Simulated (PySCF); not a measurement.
An unknown shows these calculated signals:

$^{1}$H NMR (500 MHz, computed): δ 5.18 (s, 3H), 5.17 (s, 2H), 4.27 (s, 3H).

$^{13}$C{$^{1}$H} NMR (computed): δ 119.8 (C), 111.7 (C).

Theory: shieldings: GIAO PBE0/pcSseg-1, geometry from GFN2-xTB, in PySCF (averaged over atoms made equivalent by symmetry, fast rotation or ring inversion, non-relativistic, single conformer, no solvent model).

δ = σ(ref) − σ, references computed at the same level: $^{1}$H, $^{13}$C vs TMS.

Which of these does the molecule contain: a ketone, a C≡C triple bond, a Si–H bond, a methoxy group, a three-membered ring?

## Answers


- A ketone: no.
- A C≡C triple bond: yes (δC 111.7, 119.8).
- A Si–H bond: yes (δH 4.27 (s)).
- A methoxy group: no.
- A three-membered ring: no.

The data belong to `[SiH3]C#C[SiH2]O[SiH3]`, C₂H₈OSi₃; they needn't prove each group on their own.

Carbon signals by region: 2 in the sp2 and nitrile region (100–160 ppm).

Shifts are as computed. Against solution values, carbons near 30 ppm lie about +3 ppm off and those near 130 ppm about +5 ppm. Of 1211 compounds with measured shifts, 218 miss one by over three times the rms of a fit or turn the order of signals round; such compounds aren't used in these exercises. Multiplicities follow the n + 1 count of equivalent neighbours, as no J values were calculated; m marks all less simple cases, F and P coupling included.
